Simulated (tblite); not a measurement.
C₄H₁₂AlAs.
Atom-mapped SMILES: `[CH3:1][CH2:2][CH2:3][Al:4]([CH3:5])[AsH2:6]` (hydrogens: H7, H8, H9 on C1; H10, H11 on C2; H12, H13 on C3; H14, H15, H16 on C5; H17, H18 on As6)

Computed with GFN2-xTB (tblite), gas phase: L-BFGS steps from a force-field or distance-geometry start until the largest atomic force falls under 0.01 eV/Å.

The end geometry, which sets the zero of energy:
```
atom  x, y, z in Å
C1      1.8541    0.3643    0.5051
C2      1.4654   -1.0651    0.1614
C3      0.4052   -1.0924   -0.9504
Al4    -1.1481    0.1102   -0.5004
C5     -2.1617   -0.2618    1.1783
As6    -1.6670    1.9635   -1.9713
H7      2.5828    0.3991    1.3126
H8      0.9599    0.9170    0.8192
H9      2.2734    0.8674   -0.3648
H10     1.0648   -1.5488    1.0561
H11     2.3592   -1.6223   -0.1388
H12     0.8806   -0.7624   -1.8916
H13     0.1211   -2.1401   -1.1277
H14    -2.9279   -1.0339    1.0368
H15    -1.5247   -0.6193    1.9960
H16    -2.6915    0.6231    1.5554
H17    -0.1627    2.1505   -2.0087
H18    -1.6916    2.7573   -0.6788
```

Question: These geometries come from the run, each turned onto the end geometry. Order them by energy, lowest first.
A.
```
atom  x, y, z in Å
C1      1.8643    0.3405    0.5626
C2      1.4628   -1.0719    0.1660
C3      0.4122   -1.0510   -0.9540
Al4    -1.1474    0.1412   -0.4975
C5     -2.1407   -0.2587    1.1854
As6    -1.7700    1.9584   -1.9743
H7      2.5938    0.3375    1.3707
H8      0.9766    0.8926    0.8961
H9      2.2865    0.8725   -0.2886
H10     1.0511   -1.5802    1.0415
H11     2.3521   -1.6318   -0.1460
H12     0.8995   -0.7116   -1.8857
H13     0.1107   -2.0896   -1.1557
H14    -2.8862   -1.0489    1.0395
H15    -1.4869   -0.6080    1.9916
H16    -2.6900    0.6072    1.5774
H17    -0.2819    2.1042   -2.2132
H18    -1.6153    2.8039   -0.7275
```
B.
```
atom  x, y, z in Å
C1      2.2962    0.4943   -0.2072
C2      1.6661   -0.7864    0.3207
C3      0.3265   -1.1022   -0.3689
Al4    -1.2121    0.1735   -0.0880
C5     -2.8285   -0.6860    0.7061
As6    -1.4845    2.5408   -0.5675
H7      3.1187    0.7999    0.4335
H8      1.5493    1.2905   -0.2125
H9      2.6722    0.3592   -1.2184
H10     1.4862   -0.6764    1.3948
H11     2.3646   -1.6177    0.1881
H12     0.4952   -1.3050   -1.4408
H13    -0.0505   -2.0589    0.0361
H14    -3.1186   -1.6585    0.2946
H15    -2.7306   -0.8193    1.7905
H16    -3.6887   -0.0174    0.5643
H17    -0.6766    2.2788   -1.8229
H18    -0.1936    2.7972    0.1860
```
C.
```
atom  x, y, z in Å
C1      2.2064    0.4611   -0.2284
C2      1.6973   -0.8775    0.2664
C3      0.3738   -1.2267   -0.3040
Al4    -1.0724    0.0814    0.1062
C5     -2.7942   -0.6943    0.7874
As6    -1.1266    2.3919   -0.5946
H7      2.8608    0.9169    0.5479
H8      1.3107    1.0898   -0.4041
H9      2.7300    0.2901   -1.1911
H10     1.5671   -0.7361    1.3899
H11     2.4607   -1.6737    0.1165
H12     0.4401   -1.2931   -1.4220
H13     0.0622   -2.2334    0.0639
H14    -2.9993   -1.6423    0.2454
H15    -2.7900   -0.8150    1.8741
H16    -3.6276   -0.0039    0.5487
H17    -0.9968    2.6130   -2.1071
H18    -0.3108    3.3579    0.2935
```
D.
```
atom  x, y, z in Å
C1      2.1689    0.4676    0.1340
C2      1.6685   -0.9676    0.2034
C3      0.3789   -1.1481   -0.6144
Al4    -1.1908    0.0781   -0.2973
C5     -2.6447   -0.4107    0.9832
As6    -1.4839    2.1107   -1.5900
H7      3.0826    0.5975    0.7109
H8      1.4045    1.1398    0.5339
H9      2.3666    0.7521   -0.8979
H10     1.4859   -1.2308    1.2487
H11     2.4505   -1.6378   -0.1718
H12     0.6507   -1.0383   -1.6817
H13     0.0514   -2.1953   -0.5128
H14    -3.3339   -1.1574    0.5661
H15    -2.2955   -0.8253    1.9352
H16    -3.2611    0.4662    1.2310
H17     0.0228    2.2370   -1.5678
H18    -1.5303    2.7688   -0.2243
```
E.
```
atom  x, y, z in Å
C1      2.0273    0.4250    0.3431
C2      1.5347   -1.0091    0.2047
C3      0.3723   -1.1004   -0.7966
Al4    -1.1729    0.1323   -0.4151
C5     -2.3854   -0.3780    1.0894
As6    -1.6189    2.0860   -1.7784
H7      2.8770    0.4983    1.0217
H8      1.2167    1.0476    0.7351
H9      2.3218    0.8275   -0.6257
H10     1.1983   -1.3609    1.1850
H11     2.3669   -1.6489   -0.1126
H12     0.7781   -0.9154   -1.8083
H13     0.0312   -2.1482   -0.8208
H14    -3.0688   -1.1837    0.7912
H15    -1.8660   -0.7446    1.9831
H16    -3.0186    0.4576    1.4174
H17    -0.1156    2.1848   -1.9565
H18    -1.4868    2.8363   -0.4683
```

Answer: A (0.002 eV), E (0.013 eV), D (0.036 eV), B (0.108 eV), C (1.328 eV).

In the order of the answer:

| step | E above end (eV) | largest force (eV/Å) | rms force component (eV/Å) | rms distance from end (Å) | rms bond change (Å) | bond most changed (Å) |
| --- | --- | --- | --- | --- | --- | --- |
| 181 | 0.002 | 0.03 | 0.014 | 0.081 | 0.001 | As6–H18 -0.003 |
| 167 | 0.013 | 0.09 | 0.026 | 0.266 | 0.002 | Al4–C5 +0.003 |
| 149 | 0.036 | 0.05 | 0.014 | 0.532 | 0.002 | Al4–As6 +0.004 |
| 29 | 0.108 | 0.18 | 0.050 | 1.051 | 0.003 | Al4–As6 +0.008 |
| 0 | 1.328 | 2.34 | 0.622 | 1.075 | 0.023 | C2–C3 -0.054 |

The cost below is that of the whole relaxation. Hardware: Arm Neoverse N1, one thread, on a shared host. Cost: 2.8 s of wall time.
